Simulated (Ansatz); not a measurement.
`N[SiH2][SnH3]` and `C[SiH2]N` differ in one atom or group.

Ansatz, PBE0-D4/def2-TZVP geometries, multiplicity 1. Each molecule was computed in one conformer, which needn't be the lowest.

Elements past krypton have def2 core potentials.

```
                                          property  `N[SiH2][SnH3]`
    size of the dipole moment (PBE/def2-TZVPP) / D             1.75
             HOMO energy (ωB97M-V/def2-TZVPP) / eV            -9.41
size of the dipole moment (ωB97M-V/def2-TZVPP) / D             1.76
                 HOMO energy (PBE/def2-TZVPP) / eV            -6.01
           HOMO–LUMO gap (ωB97M-V/def2-TZVPP) / eV            10.70
               HOMO–LUMO gap (PBE/def2-TZVPP) / eV             4.96
```

(1) Give the same properties after the change, and the shifts. (Estimate.)

Answers

(1) Ansatz gave: 
```json
{"property": "size of the dipole moment (PBE/def2-TZVPP) / D", "`C[SiH2]N`": "1.51", "shift": "-0.24"}
{"property": "HOMO energy (ωB97M-V/def2-TZVPP) / eV", "`C[SiH2]N`": "-9.55", "shift": "-0.14"}
{"property": "size of the dipole moment (ωB97M-V/def2-TZVPP) / D", "`C[SiH2]N`": "1.52", "shift": "-0.24"}
{"property": "HOMO energy (PBE/def2-TZVPP) / eV", "`C[SiH2]N`": "-5.79", "shift": "0.22"}
{"property": "HOMO–LUMO gap (ωB97M-V/def2-TZVPP) / eV", "`C[SiH2]N`": "11.69", "shift": "0.99"}
{"property": "HOMO–LUMO gap (PBE/def2-TZVPP) / eV", "`C[SiH2]N`": "5.65", "shift": "0.69"}
```

With PBE0 the HOMO rises by 0.08 eV and the LUMO rises by 0.95 eV, so the gap widens by about 0.87 eV. PBE moves the HOMO by 0.22 eV and ωB97M-V by -0.14 eV. Dipoles are sizes alone; their direction can turn.
